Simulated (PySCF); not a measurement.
Geometry:
```json
{"atom": "C1", "x (Å)": "-0.869", "y (Å)": "1.688", "z (Å)": "1.039"}
{"atom": "Si2", "x (Å)": "-0.893", "y (Å)": "-0.070", "z (Å)": "0.426"}
{"atom": "C3", "x (Å)": "-1.932", "y (Å)": "-0.310", "z (Å)": "-1.100"}
{"atom": "N4", "x (Å)": "0.807", "y (Å)": "-0.522", "z (Å)": "-0.004"}
{"atom": "C5", "x (Å)": "1.590", "y (Å)": "-1.493", "z (Å)": "0.511"}
{"atom": "P6", "x (Å)": "3.158", "y (Å)": "-1.580", "z (Å)": "-0.217"}
{"atom": "C7", "x (Å)": "2.568", "y (Å)": "-0.220", "z (Å)": "-1.206"}
{"atom": "F8", "x (Å)": "3.276", "y (Å)": "0.378", "z (Å)": "-2.146"}
{"atom": "N9", "x (Å)": "1.358", "y (Å)": "0.210", "z (Å)": "-0.985"}
{"atom": "H10", "x (Å)": "-0.463", "y (Å)": "2.343", "z (Å)": "0.252"}
{"atom": "H11", "x (Å)": "-1.882", "y (Å)": "2.035", "z (Å)": "1.295"}
{"atom": "H12", "x (Å)": "-0.233", "y (Å)": "1.785", "z (Å)": "1.931"}
{"atom": "H13", "x (Å)": "-1.231", "y (Å)": "-1.043", "z (Å)": "1.507"}
{"atom": "H14", "x (Å)": "-1.936", "y (Å)": "-1.365", "z (Å)": "-1.413"}
{"atom": "H15", "x (Å)": "-1.515", "y (Å)": "0.293", "z (Å)": "-1.921"}
{"atom": "H16", "x (Å)": "-2.973", "y (Å)": "0.006", "z (Å)": "-0.927"}
{"atom": "H17", "x (Å)": "1.184", "y (Å)": "-2.114", "z (Å)": "1.313"}
```

PySCF 2.14 calculation with B97-2/pcSseg-1 with gauge-including orbitals and geometry: PBE0-D3(BJ)/def2-SVP; averaged over atoms made equivalent by symmetry, fast rotation or ring inversion, one computed conformer, isolated molecule, no relativistic terms.

Scale: $^{13}$C, $^{1}$H, $^{29}$Si vs TMS; NH3 for $^{15}$N; $^{31}$P against H3PO4; $^{19}$F vs CFCl3 (reference shieldings calculated alike).

```
                  atoms    nucleus  count  δ (ppm)
                    H17    $^{1}$H      1     8.62
                     F8   $^{19}$F      1    -98.6
                     C5   $^{13}$C      1        ?
                     N9   $^{15}$N      1    324.7
                    Si2  $^{29}$Si      1        ?
                    H13    $^{1}$H      1     4.95
                  C1/C3   $^{13}$C      2     -1.8
                     P6   $^{31}$P      1     41.5
                     C7   $^{13}$C      1        ?
H10/H11/H12/H14/H15/H16    $^{1}$H      6     0.53
                     N4   $^{15}$N      1    237.3
```

**Question.** Estimate the values marked ?.

**Answer.** 
- C7: 197.5 ppm, ring carbon next to a ring phosphorus
- C5: 169.6 ppm, ring CH next to a ring phosphorus
- Si2: 11.7 ppm, silicon bonded to 2 C, N, H

Shifts are as computed. Against solution values, carbons near 30 ppm lie about +1 ppm off and those near 130 ppm about +2 ppm (rms about the fit 1.9 ppm; single classes can miss by 10 ppm). Of 1328 compounds with measured shifts, 309 miss one by over three times the rms of a fit or turn the order of signals round; such compounds aren't used in these exercises. Signals without a measured value on file couldn't be tested in this way. Unscaled 19F shifts against computed CFCl3 carry errors that often reach 10 to 50 ppm. Experimental scales use liquid or dissolved standards, which lie at an offset from isolated NH3 (liquid NH3: subtract about 20 ppm) and H3PO4. Unscaled 15N shifts of sp2 nitrogen often come out too high even then, by a few to some tens of ppm.
